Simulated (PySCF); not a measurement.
# H₃SbS at several levels of theory

All levels use the PBE0 minimum (singlet; Sb–H 1.695 Å (×3), Sb–S 2.222 Å; H–Sb–H 100.5° (×3), H–Sb–S 117.4° (×3)), basis [Sb def2-TZVP with ECP28, S def2-TZVP, H def2-TZVP], scalar-relativistic core potentials, density fitting, no spin–orbit coupling, PySCF. For vertical energies the ionised species is a doublet (spins chosen at PBE0 and kept) and the electron-attached one a doublet. Atomisation goes to high-spin ground-configuration atoms, without zero-point energy. Open shells are unrestricted, also as the reference of the correlated levels. A dash marks a value that was not computed or is not defined at that level.

```tsv
level	atomisation (kJ/mol)	vertical IP (eV)	vertical EA (eV)	−ε(HOMO) (eV)	gap (eV)	dipole (D)
PBE0	1001	8.78	-0.52	6.69	5.47	4.19
HF	603	7.64	-1.64	9.27	11.36	4.68
MP2	?	?	?	–	–	–
PBE	1025	8.80	-0.38	5.58	3.43	3.90
CCSD(T)	?	–	–	–	–	–
r2SCAN	1017	–	–	5.83	3.95	4.10
```

Task: Fill in the row of CCSD(T).

Result: atomisation (kJ/mol) 953.

Task: Fill in the row of MP2.

Result: atomisation (kJ/mol) 917, vertical IP (eV) 8.84, vertical EA (eV) -0.76.

For H₃SbS itself CCSD(T) correlates 24 electrons; T1 = 0.014, D1 = 0.034, (T) = -52 kJ/mol.

Without diffuse functions attachment energies tend to come out too low.
